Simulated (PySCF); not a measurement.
# SMILES CC[SiH2]O/C=C/Cl, C$_{4}$H$_{9}$ClOSi

Geometry (Å), atoms numbered from 1 in this order:
```xyz
16

C    -2.0677    0.8466    0.8299
C    -1.8593   -0.5403    0.2279
Si   -0.4416   -0.6178   -1.0259
O     0.8595   -0.2207   -0.1134
C     2.1535   -0.1125   -0.4427
C     3.0616    0.2513    0.4537
Cl    4.7190    0.3953    0.0409
H    -2.8810    0.8347    1.5537
H    -1.1648    1.1810    1.3348
H    -2.3134    1.5690    0.0549
H    -2.7777   -0.8577   -0.2662
H    -1.6811   -1.2526    1.0351
H    -0.5939    0.3503   -2.1173
H    -0.2670   -1.9601   -1.5889
H     2.4229   -0.3335   -1.4680
H     2.8233    0.4759    1.4802
```

Method used: GIAO HF/pcSseg-1 magnetisability, rotational g tensor and spin-rotation constants, non-relativistic, gas phase in PySCF. Geometry: GFN2-xTB.

Question: What are the magnetisability and the molar susceptibility?

Answer: Isotropic -1402 × 10⁻³⁰ J/T², or -84.4 × 10⁻⁶ cm³/mol; principal values -1469, -1442, -1294 × 10⁻³⁰ J/T², anisotropy 163 × 10⁻³⁰ J/T² (root of half the summed squared differences of the principal values). The susceptibility is in cgs units.

Question: Split it along the inertial axes a, b, c into diamagnetic and paramagnetic parts about the centre of mass, with the quadrupole moment.

Answer: 
| axis | χ (10⁻⁶ cm³/mol) | diamagnetic (10⁻⁶ cm³/mol) | paramagnetic (10⁻⁶ cm³/mol) | summed x² of all electrons (Å²) | quadrupole Θ (D Å) |
| --- | --- | --- | --- | --- | --- |
| a | -88.0 | -363.7 | 275.7 | 480.4 | -3.23 |
| b | -81.3 | -2135.8 | 2054.6 | 62.7 | +4.00 |
| c | -84.0 | -2303.8 | 2219.8 | 23.1 | -0.76 |

Anisotropies 2χaa − χbb − χcc = -10.7 and 2χbb − χaa − χcc = +9.4 × 10⁻⁶ cm³/mol. Θ is traceless in Buckingham's convention.

Question: And the rotational g tensor?

Answer: 
```csv
axis,rotational constant (GHz),g,nuclear part,electronic part
a,5.3914,-0.0400,0.6584,-0.6984
b,0.5679,-0.0071,0.5410,-0.5482
c,0.5280,-0.0053,0.5454,-0.5506
```
Asymmetric top; isotopes 12C, 35Cl, 1H, 16O, 28Si; no vibrational averaging.
